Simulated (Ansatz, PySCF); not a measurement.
Process, species as SMILES: C[Si](O)(O)O → O[Si](O)O + [CH3] (CH3) (the C-Si bond at the site shown breaks; other sites are not compared here)
Each molecule is optimised on its own at B3LYP-D3(BJ)/def2-TZVP (Ansatz, a quantum-chemistry and plane-wave program), one conformer each, not searched for the lowest. Frequencies are from Ansatz or PySCF.

Wanted: bond dissociation energy (enthalpy at 298 K, with B3LYP-D3(BJ) rigid-rotor harmonic-oscillator terms), in eV. Correlated levels leave the core frozen unless marked. Open shells are spin-unrestricted. No spin-orbit coupling. No relativistic terms. Basis-set limits of correlation are two-point, X^-3; Hartree-Fock from the larger set. The bracket is a focal-point correction in the basis named.

```json
[
 {"level": "PBE0/def2-QZVPP", "program": "Ansatz", "bond dissociation energy (eV)": "[?]"},
 {"level": "B2GP-PLYP-D4/def2-TZVPD", "program": "Ansatz + dftd4", "bond dissociation energy (eV)": "4.11"},
 {"level": "SCS-MP2/STO-3G", "program": "Ansatz", "bond dissociation energy (eV)": "4.65"},
 {"level": "CCSD/6-31G*", "program": "Ansatz", "bond dissociation energy (eV)": "4.09"},
 {"level": "CCSD/cc-pV(T+d)Z", "program": "Ansatz", "bond dissociation energy (eV)": "4.12"},
 {"level": "RI-MP2/CBS(aug-cc-pV(T+d)Z,aug-cc-pV(Q+d)Z)+[CCSD(T)-MP2]/aug-cc-pV(T+d)Z", "program": "Ansatz", "bond dissociation energy (eV)": "[?]"}
]
```

Complete the blanks.


- PBE0/def2-QZVPP, bond dissociation energy (eV): 4.01
- RI-MP2/CBS(aug-cc-pV(T+d)Z,aug-cc-pV(Q+d)Z)+[CCSD(T)-MP2]/aug-cc-pV(T+d)Z, bond dissociation energy (eV): 4.26
